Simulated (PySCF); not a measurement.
Level of theory: TPSSh-D3(BJ)/def2-TZVP // CAM-B3LYP-D3(BJ)/def2-TZVP run with PySCF 2.14.0. Isolated molecules, 0 K electronic values unless said otherwise. 

Reference species (SMILES): `[Cl][GeH]([Cl])[Cl]` (neutral, multiplicity 1).

```
Item                       Value
----------------------  --------
HOMO–LUMO gap            6.75 eV
LUMO                    -1.89 eV
S1 oscillator strength     0.000
HOMO                    -8.64 eV
```

Changed species: `[Cl][Ge]([Cl])([Cl])[Cl]` (0 of 4 Cl replaced by H; the reference has 1 of 4 Cl replaced by H).

Problem. What does the change do to the HOMO–LUMO gap, LUMO, S1 oscillator strength and HOMO?

Solution. the HOMO–LUMO gap drops by 0.56 eV, to 6.19 eV; the LUMO falls by 0.83 eV, to -2.72 eV; the S1 oscillator strength is nearly the same; the HOMO decreases by 0.27 eV, to -8.91 eV.
